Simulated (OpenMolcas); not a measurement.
3d2 along the 20-electron sequence

| Property | Result |
| --- | --- |
| Program | OpenMolcas |
| Method | SS-CASPT2, IPEA 0.25 Eh, imaginary shift 0.1 Eh |
| Basis | ANO-R2 |
| Scalar Hamiltonian | X2C, finite nucleus |
| Spin-orbit coupling | state interaction with AMFI integrals over the reference wave functions, term energies averaged over their components |

Active space for each ion: 2 electrons in 10 orbitals (3d 4d); closed shells correlated by CASPT2: 3s 3p.

Computed levels in cm-1 above 3F2:

```
                               Level    V3+   Cr4+   Mn5+
                                 3F3    319    517    746
                                 3F4    730   1176   1685
                                 1D2  10900  13640  15310
                                 3P0  13810  16280  18500
                                 3P1  13920  16460  18760
                                 3P2  14150  16860  19340
                                 1G4  18930  23260  26320
                                 1S0  43490  52880  60720
weight of 3F in the lowest level (%)    100    100    100
```

Measured, with the error of the calculation in %. Measured levels: V3+ from Sugar and Corliss, J. Phys. Chem. Ref. Data 7, 1191 (1978); Cr4+ from Sugar and Corliss, J. Phys. Chem. Ref. Data 6, 317 (1977); Mn5+ from Corliss and Sugar, J. Phys. Chem. Ref. Data 6, 1253 (1977).

```
Level           V3+          Cr4+          Mn5+
  3F3    325 (-1.9)    508 (+1.7)       746 (0)
  3F4    735 (-0.6)   1142 (+3.0)   1669 (+1.0)
  1D2  10959 (-0.6)  13188 (+3.4)  15336 (-0.2)
  3P0                15492 (+5.1)  17782 (+4.0)
  3P1  13239 (+5.1)  15677 (+5.0)  18057 (+3.9)
  3P2  13458 (+5.1)  16041 (+5.1)  18628 (+3.8)
  1G4  18391 (+2.9)  22019 (+5.6)  25511 (+3.2)
  1S0  42462 (+2.4)  51146 (+3.4)
```

The fine-structure level 3F4 changes by a factor of 2.31 from V3+ to Mn5+. Its fourth root runs 5.20, 5.86, 6.41, with steps per unit of Z of 0.66, 0.55; equal steps would mean a (Z - σ)^4 law with constant σ.

1D2 changes by a factor of 1.4 over the same range, with steps per unit of Z of +2740, +1670 cm-1.

CASPT2 does not keep the components of a term degenerate, so their means are used; among the terms shown or strongly mixed into the levels shown the widest spread is 950 cm-1 (3d2 3F, V3+). Active for correlation alone: 4d; no level in the range computed is led by a configuration that fills it, so any true level of that kind is missing. Computed and measured levels are paired by configuration, term and J; levels that our copy of the source lacks, or whose pairing is in doubt (as where it misses far off the trend of its configuration), stay unpaired and out of the deviations. Levels of configurations outside the active space are missing.
